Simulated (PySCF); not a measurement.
C3H6F2Si, SMILES FC(F)=CC[SiH3]. Geometry optimised at PBE-D3(BJ)/def2-SVP. The structure was generated by enumeration, and PubChem lists no compound with its InChIKey, so it may never have been made. One conformer was computed; it need not be the lowest.

Computed equilibrium geometry at PBE-D3(BJ)/def2-SVP (PySCF confirms it by a frequency run) as a Z-matrix (one conformer of several):
```
C
H 1 1.1094
H 1 1.1113 2 106.87
C 1 1.4995 2 111.04 3 -120.94
C 4 1.3413 1 124.10 2 -16.65
F 5 1.3273 4 125.00 1 -178.24
F 5 1.3311 6 110.45 4 179.68
H 4 1.1001 5 115.95 6 -0.87
Si 1 1.9099 2 108.08 3 115.96
H 9 1.5040 1 109.78 2 59.89
H 9 1.5054 10 108.74 1 -120.07
H 9 1.5066 10 109.23 11 -118.52
```
